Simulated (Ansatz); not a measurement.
An input meant for PtSe2 (charge 0, singlet).

```yaml
crystal:
  periodic: [false, false, false]
  atoms:
    - {symbol: Pt, position_ang: [-0.085912, 0.021786, 0.125100]}
    - {symbol: Se, position_ang: [1.152215, -1.972890, 0.045770]}
    - {symbol: Se, position_ang: [-1.042938, 1.845034, 0.168735]}
basis:
  gaussian: {orbitals: def2-mTZVP}
hamiltonian: {xc: {name: PBE0}, dispersion: d4}
relax: {f_tol: 0.0001, max_steps: 3}
output: {forces: true}
```

```sh
$ ansatz run in.yaml --threads 4 --pin off --events-out ev --progress --plain --max-ram 3916MiB
```

Task: Predict how Ansatz answers.

Result: The SCF steps converged, but the relaxation ran out of steps. The relaxation is allowed too few steps for its threshold.
```
Functional definition: PBE0
1134 factors; integrals over basis functions are off by at most 3.0e-4 eV
mean field evaluation 1: about -133928.8321 eV, gradient 2.7e1 eV
mean field evaluation 2: about -133911.9873 eV, gradient 9.3e1 eV
mean field evaluation 4: about -133929.5200 eV, gradient 1.7e1 eV
mean field evaluation 8: about -133930.6197 eV, gradient 2.9e-1 eV
mean field evaluation 16: about -133930.6201 eV, gradient 2.6e-5 eV
mean field -133930.62006629 eV, -4921.8595060012 hartree, gradient 2.7e-5 eV, S^2 0.000000; 0 other end points of the search recorded, 0 dependent functions left out
reference -133930.62009025 eV, -4921.8595068818 hartree; 43, 43 occupied and 65, 65 virtual orbitals, 1134 factors
relax step   1: F+E_penalty+E_count = -133930.71748404 eV  Δ(F+E_penalty+E_count) = +0.000e0 eV  max|allowed force component| = 6.423e0 eV/Å  Δτ_max = 0.0000 Å  (34 SCF iters, accepted)
1134 factors; integrals over basis functions are off by at most 3.0e-4 eV
mean field -133930.91815666 eV, -4921.8704606203 hartree, gradient 1.8e-5 eV, S^2 0.000000; 0 other end points of the search recorded, 0 dependent functions left out
reference -133930.91818072 eV, -4921.8704615045 hartree; 43, 43 occupied and 65, 65 virtual orbitals, 1134 factors
relax step   2: F+E_penalty+E_count = -133931.01501095 eV  Δ(F+E_penalty+E_count) = -2.975e-1 eV  max|allowed force component| = 3.779e0 eV/Å  Δτ_max = 0.1611 Å  (46 SCF iters, accepted)
1134 factors; integrals over basis functions are off by at most 3.1e-4 eV
mean field evaluation 32: about -133931.1295 eV, gradient 2.9e-1 eV
mean field -133931.12988231 eV, -4921.8782413944 hartree, gradient 1.4e-5 eV, S^2 0.000000; 0 other end points of the search recorded, 0 dependent functions left out
reference -133931.12990635 eV, -4921.8782422779 hartree; 43, 43 occupied and 65, 65 virtual orbitals, 1134 factors
relax step   3: F+E_penalty+E_count = -133931.22784599 eV  Δ(F+E_penalty+E_count) = -2.128e-1 eV  max|allowed force component| = 3.785e-1 eV/Å  Δτ_max = 0.0671 Å  (46 SCF iters, accepted)
Error: geometry relaxation did not converge after 3 steps: max|allowed force component| = 3.78e-1 eV/Å (threshold 1.0e-4). Raise `relax.max_steps` over both its present limit and 3, loosen `relax.f_tol`, or start from a geometry closer to equilibrium. Where this run's directory can be resumed (`checkpoint.write`), a resume goes on for up to `relax.max_steps` more
```
